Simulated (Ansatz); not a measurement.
TiBr₂Cl₂⁺. Charge 1, multiplicity 2. Geometry PBE-D4/def2-SVP; atoms count from 1.

```xyz
5

Ti    0.2410   -0.0806    0.0133
Br   -1.4285    0.8616    1.4590
Br   -1.5066    0.1206   -1.6209
Cl    0.7778   -2.0848    0.4819
Cl    1.9164    1.1832   -0.3333
```

Q: Estimate the Mulliken populations from the PBE0/def2-TZVP orbitals of Ansatz.

A: 
```tsv
atom	charge (e)	spin (α − β)	d electrons
Ti1	1.04	-0.14	2.26
Br2	0.10	0.55	–
Br3	0.10	0.55	–
Cl4	-0.12	0.02	–
Cl5	-0.12	0.02	–
```
Mulliken values depend strongly on the basis.

Q: Where does the spin sit?

A: Summed by element: Ti -0.14, Br 1.10, Cl 0.03, of 1 unpaired in all. Largest on single atoms: Br2 0.55, Br3 0.55, Ti1 -0.14.

Q: And the Mayer bond orders between heavy atoms (over 0.3)?

A: Ti1–Br2 0.97 (2.40 Å); Ti1–Br3 0.97 (2.40 Å); Ti1–Cl4 1.40 (2.13 Å); Ti1–Cl5 1.40 (2.13 Å); Br2–Br3 0.38 (3.17 Å).
